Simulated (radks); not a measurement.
Values are calculated unless marked as measured or tabulated.
Q: Valence configurations of Mo+ (all share [Kr]). Level of theory: Dirac Kohn-Sham, PBEsol, spin-unpolarised, spherical densities, finite nucleus; open shells fill j = l - 1/2 first; Fermi nuclear charge, rms radius 4.4091 fm (a radial shooting solver on a logarithmic mesh with Libxc functionals). Order these by energy: 4d3 5p2; 4d4 5s1; 4d2.5 5s2 5p0.5; 4d2 5s1 5p2; 4d4.5 5s0.5; 4d5; 4d4.5 5p0.5; 4d3 5s2; 4d4 5p1; 4d3.5 5s1 5p0.5.

A: From the lowest, in eV above it: 4d5 0.000; 4d4.5 5s0.5 0.377; 4d4 5s1 1.040; 4d4.5 5p0.5 2.387; 4d3 5s2 3.593; 4d3.5 5s1 5p0.5 4.319; 4d4 5p1 5.241; 4d2.5 5s2 5p0.5 7.789; 4d3 5p2 12.773; 4d2 5s1 5p2 17.591. NIST lists [Kr] 4d5 as the ground configuration; this level of theory agrees among the configurations tried. The energies are those of spherical spin-averaged densities, not of single terms.
